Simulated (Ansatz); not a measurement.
CH4ClGeI, SMILES `[CH3][GeH]([Cl])[I]`. Total charge 0; spin multiplicity 1. I: def2 effective core potential. The geometry is a stationary point of PBE0-D4/def2-TZVP.

```xyz
8

C    -0.076   -0.644   -0.903
Ge   -0.075    0.599    0.579
Cl   -1.183   -0.285    2.201
I     2.279    0.995    1.355
H     0.390   -1.577   -0.590
H    -1.105   -0.836   -1.211
H     0.485   -0.219   -1.736
H    -0.714    1.967    0.306
```

Question: What is the dipole moment at PBE/def2-TZVPP? (Best estimate.)

Answer: The calculation gave: 2.36 D, with components (-0.37, -0.14, -2.33) D in this frame, pointing from negative to positive charge.

Question: And with r2SCAN, B3LYP, ωB97M-V? (Estimate.)

Answer: Computed: r2SCAN 2.46 D, B3LYP 2.43 D, ωB97M-V 2.45 D.

Question: Give the Mulliken charges with PBE, B3LYP, ωB97M-V in def2-TZVPP. (An estimate is asked.)

Answer: Computed: 
```
atom    PBE  B3LYP  ωB97M-V
  C1  -0.34  -0.35    -0.41
 Ge2   0.46   0.50     0.40
 Cl3  -0.28  -0.30    -0.27
  I4  -0.23  -0.24    -0.21
  H5   0.13   0.13     0.15
  H6   0.13   0.12     0.14
  H7   0.12   0.12     0.14
  H8   0.01   0.02     0.05
```

B3LYP here is the variant with VWN-RPA as its local correlation; programs differ in this.
